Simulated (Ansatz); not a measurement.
PBE exchange is replaced step by step with exact exchange (0 % is PBE, 25 % PBE0; no dispersion term), basis def2-TZVPD, Ansatz. System: the cluster Be₂O₃⁻ (the lowest doublet isomer of a short search). Charge -1, multiplicity 2. Geometry: r2SCAN-D4/def2-TZVPD, each spin state at its own.

Geometry of the doublet:

Cartesian coordinates in Å:
```
Be -0.369 1.298 -0.490
Be 0.369 -1.299 0.489
O -0.735 2.590 -0.975
O 0.737 -2.588 0.979
O -0.002 -0.002 -0.003
```

At PBE-D4/def2-TZVPD, PBE with 5 % exact exchange/def2-TZVPD, PBE with 10 % exact exchange/def2-TZVPD, PBE with 15 % exact exchange/def2-TZVPD and others the highest occupied level of the charge -1 quartet lies above zero (up to 1.18 eV). It is a level of α spin, whose loss leaves a triplet; that state wasn't run at this geometry and level. The electron is either unbound and held by the finite basis, or the level is raised by self-interaction error. The structure comes from a short search, and lower isomers may exist.

HOMO and LUMO are taken over both spins.

| exact exchange (%) | HOMO (eV) | LUMO (eV) | gap (eV) | ⟨S²⟩ | quartet − doublet (kJ/mol) |
| --- | --- | --- | --- | --- | --- |
| 0 | -1.30 | -1.09 | 0.21 | 0.758 | 351.7 |
| 10 | -1.34 | -0.81 | 0.53 | 0.764 | 332.7 |
| 15 | -1.35 | -0.67 | 0.68 | 0.769 | 319.6 |
| 25 | -1.35 | -0.38 | 0.97 | 0.780 | 289.6 |
| 35 | -1.34 | -0.08 | 1.26 | 0.793 | 258.0 |
| 50 | -1.71 | 0.31 | 2.02 | 0.761 | 212.4 |

Fit a straight line to the column «quartet − doublet (kJ/mol)» against the share of exact exchange and predict its value at 5 %.

With x = exact exchange (%) and y = quartet − doublet (kJ/mol): mean x = 22.5, mean y = 294; Σ(x − x̄)(y − ȳ) = -4679, Σ(x − x̄)² = 1638; slope b = -2.857, intercept a = ȳ − b·x̄ = 358.3. The residuals of the fitted rows reach 6.6. At x = 5 the line gives 358.3 + (-2.857 × 5) = 344.0; the run gave 343.6, 0.4 less than the line.
